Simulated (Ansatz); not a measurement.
Two structures of BHBrClF₂, closed shell, reached by relaxing down either side of one saddle point (PBE0-D4/def2-TZVP). Energies are electronic, without zero-point energy. Computed with Ansatz 0.2.0 (basis: def2-TZVPP and def2-QZVPP); correlated methods freeze the cores. Filled d shells of the heavier atoms are correlated. The def2 sets are not built for correlating such inner shells, so the correlated values are less sure here. Extrapolation: Hartree–Fock as exp(−7.88 √X), correlation as X^−2.97. First:

```
atom    x (Å)    y (Å)    z (Å)
  B1  -0.8366  -0.7614   0.2329
 Cl2  -1.7159   0.4657  -0.6440
  F3  -0.3110  -1.7788  -0.4029
  F4  -0.7481  -0.7045   1.5385
  H5   1.4834   1.9101  -0.7229
 Br6   2.1280   0.8688  -0.0016
```

Second:

B1  (0.267, -0.908, 0.563)
Cl2  (-1.365, 1.378, -1.070)
F3  (-0.072, -1.785, -0.346)
F4  (-0.509, -0.710, 1.596)
H5  (-0.259, 2.013, -1.172)
Br6  (1.938, 0.012, 0.430)
(Å)

Question: Which bonds change from the first to the second?

Answer: BClF₂ ([F][B]([F])[Cl]) + HBr → BBrF₂ ([F][B]([F])[Br]) + HCl; bonds formed: B1–Br6, Cl2–H5; bonds broken: B1–Cl2, H5–Br6.

Question: Give the saddle point's structure and its height above each. (To be estimated.)

Answer: The calculation gives: 25.81 kcal/mol above the first and 23.34 kcal/mol above the second (CCSD(T) at an estimated basis limit (MP2 extrapolated from triple and quadruple zeta, plus CCSD(T) − MP2 in triple zeta)).
B1  (-0.194, -0.523, 0.246)
Cl2  (-1.147, 0.914, -0.764)
F3  (-0.150, -1.634, -0.465)
F4  (-0.593, -0.544, 1.503)
H5  (0.357, 1.255, -0.614)
Br6  (1.728, 0.531, 0.095)
(Å)

No T1 diagnostic of these runs exceeds 0.011.

Labels in which every atom is bracketed show which atoms are joined, not bond orders.

For scale, one of the runs: CCSD(T)/def2-TZVPP, 197 basis functions, launched by `ansatz run in.yaml --threads 4 --pin off --events-out ev --progress --plain --max-ram 9574MiB`. Time: 110 s of wall clock on 4 CPU threads of an Arm Neoverse V1; the host was shared. Peak host memory: 2.6 GiB.
